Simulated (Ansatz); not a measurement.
# Which isomer of CH6GeS gives these data?

These gas-phase data were calculated for one isomer of CH6GeS at PBE0-D3(BJ)/def2-SVP (harmonic, unscaled wavenumbers; equilibrium rotational constants with average atomic masses):

| Quantity | Value |
| --- | --- |
| rotational constants | 13.31, 2.749, 2.381 GHz |
| all wavenumbers above 1500 cm⁻¹ | 3182, 3170, 3061, 2185, 2145, 2142 |
| dipole moment | 1.46 D (PBE0/def2-TZVPD) |

Candidates:

(1) `[CH3][GeH2][SH]`, a singlet
(2) `C[S][GeH3]`, a singlet

Task: Assign the data to one candidate and say why.

Result: Candidate (2). No mode falls between 2500 and 2800 cm⁻¹, where the S–H stretch of (1) would stand.

The same quantities for all candidates:

|  | rotational constants (GHz) | wavenumbers above 1500 cm⁻¹ | dipole (D) | E above the lowest, PBE0-D3(BJ)/def2-SVP (kcal/mol) |
| --- | --- | --- | --- | --- |
| (1) | 10.94, 3.164, 2.611 | 3190, 3179, 3068, 2716, 2169, 2142 | 1.91 | 0.0 |
| (2) | 13.31, 2.749, 2.381 | 3182, 3170, 3061, 2185, 2145, 2142 | 1.46 | 11.2 |

Harmonic stretches to hydrogen usually lie a few per cent above observed fundamentals. Each candidate is one conformer. Programs: Ansatz 0.2.0.
